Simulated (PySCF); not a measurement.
PySCF job for Si(NHSiH3)(Cl)3 (Cl3H4NSi2), SMILES [SiH3]N[Si](Cl)(Cl)Cl, PBE0-D3(BJ)/def2-SVP. Geometry: PBE0-D3(BJ)/def2-SVP. Other conformers were not sampled.

```python
import numpy as np
from pyscf import gto, scf, dft, df
from pyscf.hessian import thermo

mol = gto.M(
    atom='''
    Si   -2.55396453    0.09857849    0.97697710
    N    -1.04475873    0.85949234    0.50481127
    Si    0.34831927    0.10661381   -0.11796576
    Cl    1.10749932   -1.28680472    1.17890049
    Cl    1.75538917    1.55614667   -0.45179831
    Cl   -0.03470123   -0.87937418   -1.87320530
    H    -2.39035687   -1.35779347    0.71401545
    H    -3.69291255    0.64042281    0.17880084
    H    -2.83655382    0.33045089    2.42417356
    H    -0.96701552    1.86832899    0.60692521
    ''',
    basis='def2-SVP',
    charge=0,
    spin=0,
    max_memory=1600,
    verbose=3,
)
mf = dft.RKS(mol, xc='pbe0').density_fit(auxbasis='def2-universal-jkfit')
mf.disp = 'd3bj'
mf.grids.level = 3
mf.conv_tol = 1e-11
mf.max_cycle = 100
mf.kernel()

# [left out here: the lines that compute and print the analytic Hessian (its translational invariance restored by hand, since the grid's response is missing), thermochemistry and intensities]
```

It prints:

```
converged SCF energy = -2015.54368508021

WARN: DFTD3 does not support analytical Hessian, using finite difference


WARN: Mole.unit (angstrom) is changed to Bohr

Mode                                 0                   1                   2
Irrep
Freq [cm^-1]                       21.2648             61.0228             95.8873
Reduced mass [au]                   5.7080              1.0349              7.7977
Force const [Dyne/A]                0.0015              0.0023              0.0422
Char temp [K]                      30.5953             87.7982            137.9605
Normal mode                   x     y     z       x     y     z       x     y     z
       0  Si                 0.04 -0.01  0.09    0.00 -0.00  0.01    0.05 -0.09 -0.03
       1   N                -0.03  0.01 -0.07    0.00 -0.00  0.01    0.00  0.04  0.00
       2  Si                -0.01  0.00 -0.03    0.00 -0.00  0.00    0.00  0.04  0.00
       3  Cl                -0.08  0.01  0.01   -0.01 -0.01 -0.01   -0.05  0.03  0.03
       4  Cl                 0.00 -0.00  0.00    0.00 -0.00  0.00    0.06 -0.03 -0.03
       5  Cl                 0.07 -0.00 -0.04    0.00  0.01 -0.01   -0.06  0.04  0.02
       6   H                 0.02 -0.01  0.07    0.21 -0.07  0.54    0.18 -0.07 -0.07
       7   H                -0.05 -0.01  0.21    0.05 -0.42 -0.34    0.02 -0.16 -0.03
       8   H                 0.18 -0.03  0.13   -0.23  0.49 -0.11    0.02 -0.16 -0.03
       9   H                -0.07  0.02 -0.19   -0.04  0.01 -0.12   -0.04  0.04  0.02
Mode                                 3                   4                   5
Irrep
Freq [cm^-1]                      157.3900            164.8851            216.1366
Reduced mass [au]                  16.7922             17.2766             17.9171
Force const [Dyne/A]                0.2451              0.2767              0.4931
Char temp [K]                     226.4491            237.2330            310.9724
Normal mode                   x     y     z       x     y     z       x     y     z
       0  Si                -0.00  0.00 -0.01   -0.06 -0.00  0.02    0.06  0.02 -0.02
       1   N                 0.04 -0.01  0.10   -0.04 -0.05  0.01    0.06 -0.03 -0.03
       2  Si                 0.01 -0.01  0.04   -0.02 -0.02  0.00    0.04 -0.07 -0.02
       3  Cl                -0.04 -0.05  0.03    0.05  0.05  0.04    0.00 -0.00  0.08
       4  Cl                -0.04  0.01 -0.10    0.02 -0.08 -0.02   -0.05  0.03  0.02
       5  Cl                 0.06  0.04  0.00    0.01  0.07 -0.05   -0.05  0.02 -0.06
       6   H                -0.02  0.01 -0.06   -0.12 -0.01  0.04    0.02  0.01 -0.01
       7   H                 0.06  0.06 -0.05   -0.05  0.03  0.02    0.06  0.03 -0.02
       8   H                -0.08 -0.05 -0.01   -0.05  0.03  0.02    0.06  0.03 -0.02
       9   H                 0.01 -0.00  0.04   -0.04 -0.05  0.01    0.10 -0.03 -0.04
Mode                                 6                   7                   8
Irrep
Freq [cm^-1]                      273.3084            285.2480            323.0637
Reduced mass [au]                   4.9680              7.6978              1.1930
Force const [Dyne/A]                0.2186              0.3690              0.0734
Char temp [K]                     393.2299            410.4084            464.8168
Normal mode                   x     y     z       x     y     z       x     y     z
       0  Si                -0.00  0.00 -0.01    0.06  0.02 -0.02   -0.00 -0.00  0.00
       1   N                -0.06  0.02 -0.15    0.00  0.11  0.01   -0.03  0.01 -0.09
       2  Si                 0.02 -0.01  0.05   -0.07 -0.01  0.03   -0.00  0.00 -0.01
       3  Cl                 0.03 -0.06  0.01    0.03  0.01 -0.02   -0.00 -0.02  0.01
       4  Cl                -0.01  0.00 -0.02   -0.07 -0.07  0.02   -0.00  0.00 -0.01
       5  Cl                -0.01  0.05  0.05    0.03  0.01 -0.00    0.01  0.01  0.01
       6   H                 0.00 -0.00  0.02    0.24  0.04 -0.08    0.03 -0.01  0.09
       7   H                -0.07 -0.02  0.07    0.01 -0.09 -0.02   -0.11 -0.14  0.06
       8   H                 0.10  0.02  0.01    0.03 -0.08 -0.01    0.13  0.13  0.01
       9   H                -0.13  0.04 -0.35    0.05  0.11  0.00    0.30 -0.11  0.80
Mode                                 9                  10                  11
Irrep
Freq [cm^-1]                      450.4187            616.8091            618.5032
Reduced mass [au]                   9.4432              7.0750             20.3641
Force const [Dyne/A]                1.1288              1.5859              4.5899
Char temp [K]                     648.0522            887.4509            889.8884
Normal mode                   x     y     z       x     y     z       x     y     z
       0  Si                 0.03  0.00 -0.01   -0.00  0.02  0.00    0.00 -0.00  0.01
       1   N                 0.04 -0.10 -0.03   -0.00 -0.01  0.00    0.01 -0.00  0.02
       2  Si                 0.04 -0.02 -0.02   -0.06 -0.13  0.00   -0.05  0.02 -0.14
       3  Cl                -0.04  0.06 -0.05   -0.01  0.03 -0.02    0.02 -0.04  0.04
       4  Cl                -0.05 -0.05  0.01    0.05  0.05 -0.01    0.00 -0.00  0.00
       5  Cl                 0.01  0.04  0.07    0.01  0.02  0.03    0.01  0.03  0.06
       6   H                -0.16 -0.03  0.06    0.20  0.05 -0.07   -0.01  0.00 -0.02
       7   H                 0.07  0.10 -0.01   -0.07 -0.13  0.00    0.05  0.03 -0.05
       8   H                 0.07  0.10 -0.02   -0.06 -0.13  0.01   -0.07 -0.02 -0.01
       9   H                 0.02 -0.10 -0.02    0.13 -0.01 -0.05   -0.02  0.01 -0.06
Mode                                12                  13                  14
Irrep
Freq [cm^-1]                      656.0754            713.6495            798.3788
Reduced mass [au]                   2.2611              1.2200              2.7514
Force const [Dyne/A]                0.5734              0.3661              1.0333
Char temp [K]                     943.9464           1026.7828           1148.6893
Normal mode                   x     y     z       x     y     z       x     y     z
       0  Si                -0.07  0.01  0.03   -0.02  0.01 -0.05   -0.04 -0.06  0.01
       1   N                 0.02  0.05 -0.00    0.03 -0.01  0.08    0.06  0.16 -0.00
       2  Si                 0.10 -0.01 -0.04   -0.00  0.00 -0.01    0.02 -0.05 -0.01
       3  Cl                -0.01  0.01 -0.00    0.00 -0.00  0.00   -0.00  0.01 -0.01
       4  Cl                -0.03 -0.02  0.01    0.00 -0.00  0.00   -0.00  0.00  0.00
       5  Cl                -0.00  0.00  0.01    0.00  0.00  0.00    0.00  0.01  0.01
       6   H                 0.35  0.08 -0.12    0.03 -0.01  0.09   -0.45 -0.13  0.15
       7   H                -0.22 -0.28  0.04   -0.43 -0.27  0.36    0.05  0.15  0.02
       8   H                -0.21 -0.28  0.05    0.59  0.21  0.04    0.03  0.15 -0.01
       9   H                 0.12  0.05 -0.04   -0.05  0.02 -0.13    0.02  0.16  0.02
Mode                                15                  16                  17
Irrep
Freq [cm^-1]                      928.7210            938.2020            958.1055
Reduced mass [au]                   1.0472              1.5322              1.1590
Force const [Dyne/A]                0.5322              0.7946              0.6268
Char temp [K]                    1336.2227           1349.8638           1378.5004
Normal mode                   x     y     z       x     y     z       x     y     z
       0  Si                -0.01  0.00 -0.03    0.06  0.04 -0.02   -0.02  0.02  0.01
       1   N                 0.00 -0.00  0.00   -0.10  0.01  0.04    0.06 -0.02 -0.03
       2  Si                -0.00  0.00 -0.00    0.03 -0.02 -0.01   -0.03  0.02  0.01
       3  Cl                -0.00 -0.00  0.00    0.00 -0.00 -0.00    0.00 -0.00  0.00
       4  Cl                 0.00 -0.00  0.00    0.00  0.00 -0.00   -0.00 -0.00 -0.00
       5  Cl                 0.00  0.00  0.00    0.00 -0.00 -0.00   -0.00 -0.00 -0.00
       6   H                 0.28 -0.10  0.71   -0.44 -0.06  0.17   -0.31 -0.04  0.12
       7   H                 0.05  0.39  0.16   -0.19 -0.30  0.09    0.12 -0.37 -0.43
       8   H                 0.03 -0.41  0.06   -0.22 -0.30 -0.01    0.34 -0.45  0.14
       9   H                 0.01 -0.00  0.03   -0.35  0.02  0.14    0.24 -0.02 -0.09
Mode                                18                  19                  20
Irrep
Freq [cm^-1]                     1001.5842           1190.3325           2238.3338
Reduced mass [au]                   1.3226              1.6595              1.0517
Force const [Dyne/A]                0.7817              1.3853              3.1044
Char temp [K]                    1441.0567           1712.6234           3220.4639
Normal mode                   x     y     z       x     y     z       x     y     z
       0  Si                -0.02  0.01  0.01    0.02 -0.01 -0.01   -0.01  0.00 -0.04
       1   N                -0.09  0.03  0.04   -0.15  0.01  0.06    0.00 -0.00  0.00
       2  Si                 0.04 -0.03 -0.02    0.03  0.00 -0.01   -0.00  0.00 -0.00
       3  Cl                -0.00  0.00 -0.00   -0.00 -0.00 -0.00    0.00 -0.00  0.00
       4  Cl                -0.00  0.00  0.00    0.00 -0.00 -0.00    0.00 -0.00  0.00
       5  Cl                 0.00  0.00  0.00   -0.00 -0.00  0.00    0.00  0.00  0.00
       6   H                 0.23  0.04 -0.08   -0.09 -0.03  0.03   -0.00 -0.00 -0.01
       7   H                 0.31  0.10 -0.39    0.07  0.07 -0.03    0.51 -0.25  0.35
       8   H                 0.49  0.03  0.10    0.07  0.07 -0.01   -0.14  0.12  0.69
       9   H                -0.39  0.04  0.15    0.69 -0.01 -0.26   -0.00  0.00 -0.00
Mode                                21                  22                  23
Irrep
Freq [cm^-1]                     2241.7060           2268.1817           3623.7475
Reduced mass [au]                   1.0254              1.0446              1.0751
Force const [Dyne/A]                3.0360              3.1662              8.3181
Char temp [K]                    3225.3158           3263.4084           5213.7658
Normal mode                   x     y     z       x     y     z       x     y     z
       0  Si                -0.02  0.01  0.01   -0.01  0.03  0.01   -0.00  0.00  0.00
       1   N                -0.00  0.00  0.00    0.00 -0.00 -0.00    0.00  0.07  0.01
       2  Si                 0.00 -0.00 -0.00   -0.00  0.00  0.00    0.00  0.00 -0.00
       3  Cl                -0.00  0.00 -0.00   -0.00 -0.00  0.00    0.00 -0.00  0.00
       4  Cl                -0.00 -0.00  0.00    0.00 -0.00 -0.00    0.00  0.00 -0.00
       5  Cl                -0.00  0.00  0.00   -0.00 -0.00 -0.00    0.00 -0.00 -0.00
       6   H                -0.02  0.14  0.03    0.11 -0.95 -0.17   -0.00 -0.00 -0.00
       7   H                 0.54 -0.26  0.39    0.07 -0.02  0.06   -0.00  0.00  0.00
       8   H                 0.11 -0.10 -0.65    0.01 -0.00 -0.09   -0.00 -0.00  0.00
       9   H                -0.00 -0.00  0.00    0.00  0.00 -0.00   -0.07 -0.95 -0.10
temperature 298.1500 [K]
pressure 101325.00 [Pa]
Rotational constants [GHz] 1.33363 0.84919 0.83608
Symmetry number 1
Zero-point energy (ZPE) 0.04748 [Eh]   124656.595 [J/mol]
                           tot       elec      trans        rot        vib
Entropy [J/mol/K]       420.850      0.000    173.549    126.389    120.911
Cv [J/mol/K]            126.275      0.000     12.472     12.472    101.332
Cp [J/mol/K]            134.590      0.000     20.786     12.472    101.332
Internal energy [J/mol]                      3718.434   3718.434 141975.093
Internal energy [Eh]   -2015.48678  -2015.54369
Enthalpy [J/mol]                             6197.391   3718.434 141975.093
Enthalpy [Eh]          -2015.48583
Gibbs free energy [J/mol]                  -45546.375 -33964.491 105925.394
Gibbs free energy [Eh] -2015.53362
mode   freq/cm-1   IR/(km/mol)
   1       21.26         0.517
   2       61.02         0.287
   3       95.89         0.510
   4      157.39         0.121
   5      164.89         2.394
   6      216.14        13.493
   7      273.31         1.202
   8      285.25         3.158
   9      323.06        50.117
  10      450.42        28.487
  11      616.81       112.063
  12      618.50       183.429
  13      656.08        37.512
  14      713.65        88.988
  15      798.38       129.200
  16      928.72        59.849
  17      938.20       403.845
  18      958.11       123.782
  19     1001.58        26.264
  20     1190.33       274.156
  21     2238.33       123.408
  22     2241.71       100.654
  23     2268.18        71.078
  24     3623.75        72.476
max |gradient| / (hartree/bohr): 4.33049380418718e-05
APT charges: [ 1.3139 -1.2394  2.1373 -0.5434 -0.5546 -0.5436 -0.2299 -0.2738 -0.2741
  0.2075]
```

The calculation finished and met its thresholds.
